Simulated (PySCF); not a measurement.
## [TaO2F2]-: computed shieldings and shifts

[TaO2F2]-, [F2O2Ta]-, point group C2v.

Geometry:
| atom | x (Å) | y (Å) | z (Å) |
| --- | --- | --- | --- |
| Ta1 | 0.022 | 0.000 | 0.022 |
| O2 | -0.305 | -0.070 | 1.755 |
| O3 | 1.772 | 0.027 | -0.214 |
| F4 | -0.755 | 1.612 | -0.726 |
| F5 | -0.733 | -1.568 | -0.836 |

Total charge -1.

GIAO calculations in PySCF 2.14.0 with density-fitted response routines on the PBE0-D3(BJ)/def2-SVP structure: isolated species, scalar relativity only through the core potential, equivalent atoms averaged; basis pcSseg-1 (def2-TZVP on Ta).

Problem. Give the isotropic shieldings (ppm) with B3LYP, PBE0.

Solution. 
| atoms | environment | B3LYP | PBE0 |
| --- | --- | --- | --- |
| F4/F5 | fluorine bonded to Ta | 220.2 | 226.7 |
| O2/O3 | oxygen bonded to Ta | -366.7 | -361.3 |
| HOMO–LUMO gap (eV) | – | 6.21 | 6.82 |

Problem. And the chemical shifts, against references computed in the same way?

Solution. 
| atoms | nucleus, reference | B3LYP | PBE0 |
| --- | --- | --- | --- |
| F4/F5 | ¹⁹F, CFCl3 | -48.3 | -49.5 |
| O2/O3 | ¹⁷O, H2O | 700.8 | 695.9 |

Problem. Which part of the shielding of F4/F5 depends on the functional?

Solution. Diamagnetic: B3LYP 477, PBE0 476 ppm; paramagnetic: B3LYP -256, PBE0 -249 ppm. The diamagnetic part, set mainly by inner electrons, hardly moves; the paramagnetic part goes with low-lying magnetically allowed excitations and carries the spread.

Ta is described by an effective core potential, so it has no shielding of its own here; spin–orbit effects on the atoms bonded to it, which can be large, are absent, and the values of these neighbours are rough. Unscaled 19F shifts against computed CFCl3 carry errors that often reach 10 to 50 ppm. Unscaled 17O shifts of doubly bonded oxygen tend to come out too high, by tens of ppm or more. Experimental scales use liquid or dissolved standards, which lie at an offset from isolated H2O (liquid H2O: subtract about 36 ppm).
